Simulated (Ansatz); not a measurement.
Molecule: CH4FSi, net charge 0, doublet state. It need not be the lowest isomer of its formula. 
Structure (B3LYP-D3(BJ)/def2-TZVP (Ansatz, a first-principles code) minimum search):
```xyz
7

Si     0.3470     0.3981     0.1816
C     -1.5124     0.1856     0.1910
F      0.9978    -0.8257    -0.6500
H      0.9121     0.3228     1.5600
H     -1.7727    -0.7925     0.6061
H     -1.9732     0.9581     0.8101
H     -1.9294     0.2559    -0.8142
```
Charge 0, spin multiplicity 2.

Total electronic energies in hartree. Cores are frozen in the correlated levels unless marked. UHF or UKS for open shells. No spin-orbit coupling. Non-relativistic unless marked X2C. Basis-set limits of correlation are two-point, X^-3; Hartree-Fock from the larger set.

```
level                                        program  energy (Eh)
------------------------------------  --------------  -----------
r2SCAN-D3(BJ)/def2-TZVPD              Ansatz + dftd3   -429.84525
B97M-V/def2-TZVPD                             Ansatz   -429.82254
MP2/6-31G*                                    Ansatz   -428.94372
RI-MP2/aug-cc-pV(Q+d)Z                        Ansatz   -429.26781
RI-MP2/CBS(cc-pV(T+d)Z,cc-pV(Q+d)Z)           Ansatz    -429.2929
SCS-MP2/cc-pV(Q+d)Z                           Ansatz   -429.26435
CCSD/cc-pV(D+d)Z                              Ansatz   -429.04737
X2C-CCSD(T)/cc-pVTZ-DK                        Ansatz   -429.94610
CCSD(T)/CBS(cc-pV(T+d)Z,cc-pV(Q+d)Z)          Ansatz    -429.3344
```

Totals of different functionals don't rank their quality; only differences between species are comparable.
